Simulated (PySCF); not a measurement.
**How methods differ on the excitation energy of Ir**

Ir [Xe] 4f14 5d7 6s2 (4F) → Ir [Xe] 4f14 5d6 6s2 7s1 (6D), as a difference of total energies. Computed with PySCF 2.14 in aug-cc-pVDZ-PP with ECP60MDF (5s5p4d2f, 54 functions), with a scalar-relativistic core potential. Correlated levels: valence: 5s2 5p6 frozen. The calculations carry no spin-orbit coupling.

```csv
method,excitation energy (eV)
UHF,7.073
LDA,8.639
PBE,8.480
PBE0,8.365
r2SCAN,8.439
B3LYP,8.525
CAM-B3LYP,8.451
PW91,8.542
BHandHLYP,8.319
MP2 (valence),8.224
SCS-MP2 (valence),8.349
```

**Question.** How much does correlation contribute at MP2 (valence)?

**Answer.** 8.224 − (7.073) = 1.151 eV, measured against UHF.

The promoted electron is Rydberg-like, and one or two diffuse shells describe it only roughly, which tends to raise the upper state.
